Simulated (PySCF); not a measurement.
Excitation energies in several basis sets

Species: CH8BrNSi2.
InChI=1S/CH8BrNSi2/c2-5-1-3-4/h3H,1,5H2,4H3

TDDFT with PBE0 (PySCF), vertical singlets, core orbitals frozen in the response, spherical d and f functions. One conformer (not necessarily the lowest) at the PBE0-D3(BJ)/def2-SVP geometry, without solvent, vibrations or thermal averaging. Relativistic effects, spin–orbit coupling among them, are left out although an element past zinc is present.

Q: How do the low singlets change with the basis? Take 6-31G*, def2-SVP, def2-SVPD, aug-cc-pVDZ, def2-TZVP and def2-TZVPD.

A: 

```json
{"basis": "6-31G*", "functions": "112", "diffuse": "no", "S1 (eV)": "5.25", "S2 (eV)": "6.60", "S3 (eV)": "6.65", "S4 (eV)": "6.73", "S5 (eV)": "6.83", "LUMO (eV)": "-0.29", "α (au)": "76.9"}
{"basis": "def2-SVP", "functions": "136", "diffuse": "no", "S1 (eV)": "5.37", "S2 (eV)": "6.71", "S3 (eV)": "6.72", "S4 (eV)": "6.81", "S5 (eV)": "7.07", "LUMO (eV)": "-0.22", "α (au)": "80.8"}
{"basis": "def2-SVPD", "functions": "193", "diffuse": "yes", "S1 (eV)": "5.25", "S2 (eV)": "6.29", "S3 (eV)": "6.53", "S4 (eV)": "6.55", "S5 (eV)": "6.60", "LUMO (eV)": "-0.55", "α (au)": "97.2"}
{"basis": "aug-cc-pVDZ", "functions": "208", "diffuse": "yes", "S1 (eV)": "5.06", "S2 (eV)": "5.92", "S3 (eV)": "6.16", "S4 (eV)": "6.34", "S5 (eV)": "6.47", "LUMO (eV)": "-0.70", "α (au)": "98.3"}
{"basis": "def2-TZVP", "functions": "232", "diffuse": "no", "S1 (eV)": "5.23", "S2 (eV)": "6.44", "S3 (eV)": "6.60", "S4 (eV)": "6.62", "S5 (eV)": "6.73", "LUMO (eV)": "-0.49", "α (au)": "91.7"}
{"basis": "def2-TZVPD", "functions": "289", "diffuse": "yes", "S1 (eV)": "5.14", "S2 (eV)": "6.11", "S3 (eV)": "6.38", "S4 (eV)": "6.49", "S5 (eV)": "6.52", "LUMO (eV)": "-0.64", "α (au)": "98.3"}
```

States are compared by their number. Against the largest diffuse basis here (def2-TZVPD, itself not a converged limit), sets without diffuse functions differ by up to 0.23 eV in S1 and 0.55 eV in S5; the smaller diffuse sets differ by up to 0.10 and 0.09 eV. State by state, the largest deviation of a set without diffuse functions is S1 0.23, S2 0.60, S3 0.34, S4 0.31, S5 0.55 eV. The same number needn't mean the same state in each row. Against def2-TZVPD the polarisability deviates by -22% in 6-31G*, -18% in def2-SVP, -1% in def2-SVPD, 0% in aug-cc-pVDZ, -7% in def2-TZVP.
